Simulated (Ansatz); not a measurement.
Molecule: chloro(dimethyl)borane, C2H6BCl, net charge 0, singlet state. 
Geometry from a B3LYP-D3(BJ)/def2-TZVP (Ansatz, a program for electronic structure) optimisation:
```
B
C 1 1.5594
H 2 1.0898 1 114.04
H 2 1.0923 3 109.73 1 -127.14
H 2 1.0986 3 106.73 4 -114.63
C 1 1.5594 2 123.81 3 -153.33
H 6 1.0898 1 114.04 2 -153.33
H 6 1.0923 7 109.73 1 -127.14
H 6 1.0986 7 106.73 8 -114.63
Cl 1 1.7805 2 118.10 3 26.67
```

Wanted: vertical ionisation energy (to the doublet state of charge +1; each state is the SCF solution reached for its spin), in eV. Cores are frozen in the correlated levels unless marked. Open shells are spin-unrestricted. Spin-orbit coupling is left out. No relativistic terms. CBS(X,Y): correlation extrapolated as X^-3; Hartree-Fock from the larger set. [CCSD(T)-MP2]/basis is that difference in the basis named.

| level | program | vertical ionisation energy (eV) |
|---|---|---|
| HF/aug-cc-pV(D+d)Z | Ansatz | 10.15 |
| HF/aug-cc-pV(Q+d)Z | Ansatz | 10.10 |
| r2SCAN/def2-TZVPD | Ansatz | 10.34 |
| B3LYP/def2-TZVPD | Ansatz | 10.52 |
| RI-MP2/aug-cc-pV(Q+d)Z | Ansatz | 11.26 |
| RI-MP2/CBS(aug-cc-pV(T+d)Z,aug-cc-pV(Q+d)Z) | Ansatz | 11.32 |

Problem. Estimate the value at RI-MP2/CBS(aug-cc-pV(T+d)Z,aug-cc-pV(Q+d)Z)+[CCSD(T)-MP2]/aug-cc-pV(T+d)Z as computed with Ansatz.

Solution. 11.00 eV, so RI-MP2/CBS(aug-cc-pV(T+d)Z,aug-cc-pV(Q+d)Z) differs from it by 0.32 eV.
